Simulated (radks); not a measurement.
All-electron atom: O5+ in [He] 2p1 (not the ground configuration).

All-electron calculation, scalar-relativistic Kohn-Sham, r2SCAN, spin-polarised, spherical densities, finite nucleus; open shells are filled with parallel spins first; meta-GGA in the generalised Kohn-Sham scheme; Fermi nuclear charge, rms radius 2.6991 fm. Program: a radial shooting solver on a logarithmic mesh with Libxc functionals.

Energy parts (hartree):
| part | energy |
|---|---|
| total | -63.77222 |
| kinetic | 63.80797 |
| electron-nucleus | -135.34040 |
| Hartree | 13.14736 |
| exchange-correlation | -5.38715 |

Orbitals (lengths in bohr, moments of r in powers of bohr; <r^-3> diverges for s and p1/2):
| orbital | occ. | eigenvalue (hartree) | <r^-3> |
|---|---|---|---|
| 1s up | 1 | -24.19139 | - |
| 1s down | 1 | -24.12415 | - |
| 2s up | 0 | -4.64489 | - |
| 2p up | 1 | -4.16811 | 10.96 |
| 3d up | 0 | -1.55469 | 0.4814 |

The highest occupied level is 2p up at -113.42 eV. The configuration is held as typed, so some empty levels lie below it. The spin density at the nucleus is -0.8688 e/bohr^3 (1s -0.8688). The electron density at the nucleus is 307.3 e/bohr^3 (large components only). Spin moment in Bohr magnetons: 1. The density falls to 0.001 e/bohr^3 at r = 1.88 bohr. Summed over all electrons, <r^2> = 0.8961 bohr^2, which gives a Langevin (diamagnetic) susceptibility term of -0.71 x 10^-6 cm^3/mol.
